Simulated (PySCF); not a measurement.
# Gas-phase thermal properties of TaBr5

Method: PySCF energies (xtb for GFN2) plus ideal-gas RRHO corrections (1 bar). All species are closed-shell singlets. Ta: scalar-relativistic def2 core potential, no spin-orbit coupling. Br: all electrons, no relativistic terms. The harmonic model lacks anharmonicity and excited electronic states, which grow with temperature; levels with a mode under 35 cm⁻¹ are left out. Soft modes under 120 cm⁻¹ make the harmonic entropy rough for TaBr5.

| level | point group | σ | ZPE (kJ/mol) | S°298 (J/mol/K) | Cp298 (J/mol/K) | S°1000 (J/mol/K) | H1000 − H298 (kJ/mol) |
|---|---|---|---|---|---|---|---|
| GFN2-xTB | D3h | 6 | 9.8 | 475.6 | 128.5 | 634.5 | 92.4 |
| PBE0/def2-TZVP | D3h | 6 | 11.2 | 465.8 | 127.3 | 624.0 | 92.1 |
σ: rotational symmetry number. Electronic degeneracy used: 1. Frequencies are unscaled.
